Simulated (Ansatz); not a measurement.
Job for Ansatz (a quantum-chemistry and plane-wave program): U-B3LYP-D3(BJ)/def2-TZVP on Cl2H2O2Ti (SMILES [OH][Ti]([OH])([Cl])[Cl]), 2S+1 = 5, a spin state set in the input, which need not be the lowest.

Ansatz 0.2 input:
```yaml
crystal:
  periodic: [false, false, false]
  atoms:
    - {symbol: Ti, position_ang: [0.22144921, 0.04404982, 0.07893449]}
    - {symbol: Cl, position_ang: [2.01097633, 0.74001317, -0.79946586]}
    - {symbol: Cl, position_ang: [0.84050574, -0.44879139, 2.04891174]}
    - {symbol: O, position_ang: [-0.20591900, -1.37430632, -0.68492452]}
    - {symbol: H, position_ang: [-0.51558343, -2.21221872, -1.14207007]}
    - {symbol: O, position_ang: [-0.80398787, 1.28193142, 0.21099537]}
    - {symbol: H, position_ang: [-1.64934891, 1.89361849, 0.13843060]}
basis:
  gaussian:
    orbitals: def2-TZVP
hamiltonian:
  xc: b3lyp
  dispersion: d3bj
magnetization: {spin_polarized: true, initial_magnetization: 4}
relax: {f_tol: 0.005, max_steps: 120}
```

Program output:

```
WARN ansatz: RAYON_NUM_THREADS=8 ignored (pool sized by the plan → 8); use --threads N
Functional definition: B3LYP
integrals: 0.15 GiB planned
1379 factors; their error is unknown
0.25 GiB of the device are held for the grids
1.17 GiB of device memory are held for the factors and their scratch space
mean field: 1.06 GiB planned
mean field evaluation 1: about -52256.5140 eV, gradient 8.5e1 eV
mean field evaluation 2: about -51986.9619 eV, gradient 2.3e2 eV
mean field evaluation 4: about -52247.1394 eV, gradient 9.1e1 eV
mean field evaluation 8: about -52284.2864 eV, gradient 7.0e0 eV
mean field evaluation 16: about -52284.6420 eV, gradient 2.2e-1 eV
mean field evaluation 32: about -52284.8882 eV, gradient 1.6e-5 eV
mean field evaluation 64: about -52284.7926 eV, gradient 8.6e-1 eV
mean field evaluation 96: about -52284.8591 eV, gradient 3.8e-2 eV
mean field -52284.88822011 eV, -1921.4342021189 hartree, gradient 4.1e-6 eV, S^2 6.015223; 10 other end points of the search recorded, 0 dependent functions left out
the calculation of the forces begins
reference -52284.88851865 eV, -1921.4342130903 hartree; 39, 35 occupied and 154, 158 virtual orbitals, 1379 factors
relax step   1: F+E_penalty+E_count = -52285.26222492 eV  Δ(F+E_penalty+E_count) = +0.000e0 eV  max|allowed force component| = 8.549e0 eV/Å  Δτ_max = 0.0000 Å  (760 SCF iters, accepted)
these checks for a lower state are left out or cut short: starts, cluster_reference, orbital_swaps, neighbouring_geometries, increment
integrals: 0.14 GiB planned
1379 factors; their error is unknown
0.24 GiB of the device are held for the grids
1.16 GiB of device memory are held for the factors and their scratch space
mean field: 1.03 GiB planned
mean field evaluation 128: about -52287.6302 eV, gradient 5.1e0 eV
mean field -52288.09247397 eV, -1921.5519562765 hartree, gradient 4.9e-6 eV, S^2 6.014100; 1 other end points of the search recorded, 0 dependent functions left out
the calculation of the forces begins
reference -52288.09276418 eV, -1921.5519669413 hartree; 39, 35 occupied and 154, 158 virtual orbitals, 1379 factors
relax step   2: F+E_penalty+E_count = -52288.43896723 eV  Δ(F+E_penalty+E_count) = -3.177e0 eV  max|allowed force component| = 6.883e0 eV/Å  Δτ_max = 0.1950 Å  (206 SCF iters, accepted)
these checks for a lower state are left out or cut short: starts, cluster_reference, orbital_swaps, neighbouring_geometries, increment
integrals: 0.14 GiB planned
1379 factors; their error is unknown
0.23 GiB of the device are held for the grids
1.15 GiB of device memory are held for the factors and their scratch space
mean field: 1.00 GiB planned
mean field -52289.74931551 eV, -1921.6128440797 hartree, gradient 4.1e-6 eV, S^2 6.015353; 0 other end points of the search recorded, 0 dependent functions left out
the calculation of the forces begins
reference -52289.74960618 eV, -1921.6128547619 hartree; 39, 35 occupied and 154, 158 virtual orbitals, 1379 factors
relax step   3: F+E_penalty+E_count = -52290.07203687 eV  Δ(F+E_penalty+E_count) = -1.633e0 eV  max|allowed force component| = 1.180e0 eV/Å  Δτ_max = 0.1946 Å  (128 SCF iters, accepted)
these checks for a lower state are left out or cut short: starts, cluster_reference, orbital_swaps, neighbouring_geometries, increment
integrals: 0.14 GiB planned
1379 factors; their error is unknown
0.22 GiB of the device are held for the grids
1.15 GiB of device memory are held for the factors and their scratch space
mean field: 0.99 GiB planned
mean field evaluation 160: about -52290.0509 eV, gradient 2.7e-5 eV
mean field -52290.05089331 eV, -1921.6239268598 hartree, gradient 7.1e-6 eV, S^2 6.015799; 0 other end points of the search recorded, 0 dependent functions left out
the calculation of the forces begins
reference -52290.05118654 eV, -1921.6239376357 hartree; 39, 35 occupied and 154, 158 virtual orbitals, 1379 factors
relax step   4: F+E_penalty+E_count = -52290.36383516 eV  Δ(F+E_penalty+E_count) = -2.918e-1 eV  max|allowed force component| = 4.644e-1 eV/Å  Δτ_max = 0.1950 Å  (111 SCF iters, accepted)
these checks for a lower state are left out or cut short: starts, cluster_reference, orbital_swaps, neighbouring_geometries, increment
integrals: 0.14 GiB planned
1379 factors; their error is unknown
0.22 GiB of the device are held for the grids
1.15 GiB of device memory are held for the factors and their scratch space
mean field: 0.99 GiB planned
mean field -522
[...]
ecorded, 0 dependent functions left out
the calculation of the forces begins
reference -52291.31703891 eV, -1921.6704568523 hartree; 39, 35 occupied and 154, 158 virtual orbitals, 1379 factors
relax step  12: F+E_penalty+E_count = -52291.64933207 eV  Δ(F+E_penalty+E_count) = -2.225e-2 eV  max|allowed force component| = 1.824e-1 eV/Å  Δτ_max = 0.0990 Å  (88 SCF iters, accepted)
these checks for a lower state are left out or cut short: starts, cluster_reference, orbital_swaps, neighbouring_geometries, increment
integrals: 0.14 GiB planned
1379 factors; their error is unknown
0.23 GiB of the device are held for the grids
1.15 GiB of device memory are held for the factors and their scratch space
mean field: 1.00 GiB planned
mean field evaluation 288: about -52291.3207 eV, gradient 4.7e-3 eV
mean field -52291.32071009 eV, -1921.6705917656 hartree, gradient 8.9e-6 eV, S^2 6.011961; 0 other end points of the search recorded, 0 dependent functions left out
the calculation of the forces begins
reference -52291.32100615 eV, -1921.6706026455 hartree; 39, 35 occupied and 154, 158 virtual orbitals, 1379 factors
relax step  13: F+E_penalty+E_count = -52291.65532136 eV  Δ(F+E_penalty+E_count) = -5.989e-3 eV  max|allowed force component| = 3.103e-1 eV/Å  Δτ_max = 0.0898 Å  (80 SCF iters, accepted)
these checks for a lower state are left out or cut short: starts, cluster_reference, orbital_swaps, neighbouring_geometries, increment
integrals: 0.14 GiB planned
1379 factors; their error is unknown
0.23 GiB of the device are held for the grids
1.15 GiB of device memory are held for the factors and their scratch space
mean field: 1.00 GiB planned
mean field -52291.32591218 eV, -1921.6707829387 hartree, gradient 9.6e-6 eV, S^2 6.011925; 0 other end points of the search recorded, 0 dependent functions left out
the calculation of the forces begins
reference -52291.32620814 eV, -1921.6707938152 hartree; 39, 35 occupied and 154, 158 virtual orbitals, 1379 factors
relax step  14: F+E_penalty+E_count = -52291.66017989 eV  Δ(F+E_penalty+E_count) = -4.859e-3 eV  max|allowed force component| = 2.610e-2 eV/Å  Δτ_max = 0.0419 Å  (80 SCF iters, accepted)
these checks for a lower state are left out or cut short: starts, cluster_reference, orbital_swaps, neighbouring_geometries, increment
integrals: 0.14 GiB planned
1379 factors; their error is unknown
0.24 GiB of the device are held for the grids
1.15 GiB of device memory are held for the factors and their scratch space
mean field: 1.00 GiB planned
mean field evaluation 320: about -52291.3267 eV, gradient 8.7e-6 eV
mean field -52291.32670431 eV, -1921.6708120492 hartree, gradient 8.7e-6 eV, S^2 6.011939; 0 other end points of the search recorded, 0 dependent functions left out
the calculation of the forces begins
reference -52291.32700041 eV, -1921.6708229305 hartree; 39, 35 occupied and 154, 158 virtual orbitals, 1379 factors
relax step  15: F+E_penalty+E_count = -52291.66089455 eV  Δ(F+E_penalty+E_count) = -7.147e-4 eV  max|allowed force component| = 1.391e-2 eV/Å  Δτ_max = 0.0300 Å  (88 SCF iters, accepted)
these checks for a lower state are left out or cut short: starts, cluster_reference, orbital_swaps, neighbouring_geometries, increment
integrals: 0.14 GiB planned
1379 factors; their error is unknown
0.23 GiB of the device are held for the grids
1.15 GiB of device memory are held for the factors and their scratch space
mean field: 1.00 GiB planned
mean field -52291.32677213 eV, -1921.6708145413 hartree, gradient 8.0e-6 eV, S^2 6.011932; 0 other end points of the search recorded, 0 dependent functions left out
the calculation of the forces begins
reference -52291.32706816 eV, -1921.6708254203 hartree; 39, 35 occupied and 154, 158 virtual orbitals, 1379 factors
relax step  16: F+E_penalty+E_count = -52291.66104438 eV  Δ(F+E_penalty+E_count) = -1.498e-4 eV  max|allowed force component| = 9.983e-3 eV/Å  Δτ_max = 0.0224 Å  (80 SCF iters, accepted)
these checks for a lower state are left out or cut short: starts, cluster_reference, orbital_swaps, neighbouring_geometries, increment
integrals: 0.14 GiB planned
1379 factors; their error is unknown
0.24 GiB of the device are held for the grids
1.15 GiB of device memory are held for the factors and their scratch space
mean field: 1.00 GiB planned
mean field -52291.32688376 eV, -1921.6708186438 hartree, gradient 9.6e-6 eV, S^2 6.011931; 0 other end points of the search recorded, 0 dependent functions left out
the calculation of the forces begins
reference -52291.32717979 eV, -1921.6708295227 hartree; 39, 35 occupied and 154, 158 virtual orbitals, 1379 factors
relax step  17: F+E_penalty+E_count = -52291.66115120 eV  Δ(F+E_penalty+E_count) = -1.068e-4 eV  max|allowed force component| = 9.104e-3 eV/Å  Δτ_max = 0.0120 Å  (80 SCF iters, accepted)
these checks for a lower state are left out or cut short: starts, cluster_reference, orbital_swaps, neighbouring_geometries, increment
integrals: 0.14 GiB planned
1379 factors; their error is unknown
0.22 GiB of the device are held for the grids
1.15 GiB of device memory are held for the factors and their scratch space
mean field: 1.00 GiB planned
mean field evaluation 352: about -52291.3270 eV, gradient 1.5e-5 eV
mean field -52291.32696177 eV, -1921.6708215106 hartree, gradient 4.2e-6 eV, S^2 6.011931; 0 other end points of the search recorded, 0 dependent functions left out
the calculation of the forces begins
reference -52291.32725780 eV, -1921.6708323896 hartree; 39, 35 occupied and 154, 158 virtual orbitals, 1379 factors
relax step  18: F+E_penalty+E_count = -52291.66123031 eV  Δ(F+E_penalty+E_count) = -7.911e-5 eV  max|allowed force component| = 1.459e-2 eV/Å  Δτ_max = 0.0207 Å  (83 SCF iters, accepted)
these checks for a lower state are left out or cut short: starts, cluster_reference, orbital_swaps, neighbouring_geometries, increment
integrals: 0.14 GiB planned
1379 factors; their error is unknown
0.22 GiB of the device are held for the grids
1.15 GiB of device memory are held for the factors and their scratch space
mean field: 0.99 GiB planned
mean field -52291.32697517 eV, -1921.6708220031 hartree, gradient 5.6e-6 eV, S^2 6.011927; 0 other end points of the search recorded, 0 dependent functions left out
the calculation of the forces begins
reference -52291.32727118 eV, -1921.6708328811 hartree; 39, 35 occupied and 154, 158 virtual orbitals, 1379 factors
relax step  19: F+E_penalty+E_count = -52291.66124425 eV  Δ(F+E_penalty+E_count) = -1.394e-5 eV  max|allowed force component| = 4.352e-3 eV/Å  Δτ_max = 0.0059 Å  (69 SCF iters, accepted)
integrals: 0.14 GiB planned
1379 factors; their error is unknown
0.22 GiB of the device are held for the grids
1.15 GiB of device memory are held for the factors and their scratch space
mean field: 0.99 GiB planned
mean field evaluation 384: about -52291.3250 eV, gradient 3.0e-2 eV
mean field -52291.32697517 eV, -1921.6708220031 hartree, gradient 5.6e-6 eV, S^2 6.011927; 7 other end points of the search recorded, 0 dependent functions left out
the calculation of the forces begins
reference -52291.32727118 eV, -1921.6708328811 hartree; 39, 35 occupied and 154, 158 virtual orbitals, 1379 factors
Total energy: -52291.66154025 eV, -1921.6831170430 hartree
Atom 0 at     0.292854     0.074627     0.065588 Å, force     0.000273     0.004352     0.001962 eV/Å
Atom 1 at     1.979597    -0.256092    -1.632792 Å, force    -0.000241     0.001112     0.000774 eV/Å
Atom 2 at    -0.037553     0.288537     2.445475 Å, force    -0.000643     0.000870    -0.000307 eV/Å
Atom 3 at    -0.147336    -1.413296    -1.289569 Å, force    -0.001861     0.000337    -0.002500 eV/Å
Atom 4 at     0.284502    -2.275692    -1.364070 Å, force     0.000515    -0.003131     0.000277 eV/Å
Atom 5 at    -0.789925     1.742417     0.628610 Å, force    -0.000963    -0.004066    -0.000074 eV/Å
Atom 6 at    -1.684047     1.763797     0.997570 Å, force     0.002920     0.000526    -0.000131 eV/Å
Dipole moment:    -0.319820    -0.256137     0.002737 e Å
```

The calculation finished and met its thresholds.
